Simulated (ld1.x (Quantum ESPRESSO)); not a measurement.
## phosphorus, PAW: configuration errors across variants

P, PAW, made with ld1.x (Quantum ESPRESSO) 7.5 (LDA (PZ), scalar-relativistic). Core [Ne], reference 3s2 3p3. Waves: 3s (bound): rcut 1.20, rcutus 1.40 bohr; 3s channel at 1.3 Ry: rcut 1.20, rcutus 1.40 bohr; 3p (bound): rcut 1.25, rcutus 1.60 bohr; 3p channel at 0.3 Ry: rcut 1.25, rcutus 1.60 bohr. Local part: all-electron potential smoothed inside 1.40 bohr (lloc = -2). Core correction: Bessel-smoothed model core inside 1.45 bohr. Augmentation charge: PSQ, inside the norm-conserving radii.

All-electron excitation energies from the reference (eV): (1) 3s2 3p2 9.821; (2) 3s2 3p1 29.070; (3) 3s2 3p0 58.965; (4) 3s1 3p0 111.154; (5) 3s0 3p5 17.136; (6) 3s2 3p2.5 3.821; (7) 3s1 3p3 18.893; (8) 3s2 3p3 spin -1.510; (9) 3s2 3p2 spin 8.978.

Spin tests fill each open shell by Hund’s rule, majority spin first.

2 further variants failed, have other tests or too few solved ones, and are left out.

Errors AE − PS in meV (a dash: test not solved or not reliable):

```csv
change,(1),(2),(3),(4),(5),(6),(7),(8),(9),bound ghosts
base,-1.5,-11,-48,-163,-1.9,-0.4,-3.0,-1.3,-2.5,none
"waves 3s (bound): rcut 1.20, rcutus 1.32 bohr; 3s channel at 1.3 Ry: rcut 1.20, rcutus 1.32 bohr",-1.4,-10,-45,-157,-1.9,-0.4,-2.9,-1.3,-2.4,none
"waves 3s (bound): rcut 1.20, rcutus 1.56 bohr; 3s channel at 1.3 Ry: rcut 1.20, rcutus 1.56 bohr",-1.5,-11,-48,-162,-1.9,-0.4,-3.0,-1.3,-2.5,none
"waves 3s (bound): rcut 1.20, rcutus 1.66 bohr; 3s channel at 1.3 Ry: rcut 1.20, rcutus 1.66 bohr",-1.5,-11,-47,-160,-1.9,-0.4,-3.0,-1.3,-2.4,none
"waves 3s (bound): rcut 1.20, rcutus 2.08 bohr; 3s channel at 1.3 Ry: rcut 1.20, rcutus 2.08 bohr",-1.5,-11,-45,-151,-1.8,-0.4,-2.8,-1.0,-2.2,none
```

(1) Give the same row for: waves 3s (bound): rcut 1.20, rcutus 1.82 bohr; 3s channel at 1.3 Ry: rcut 1.20, rcutus 1.82 bohr.

Answers

(1) -1.5, -11, -47, -158, -1.9, -0.4, -2.9, -1.2, -2.4; bound ghosts: none.
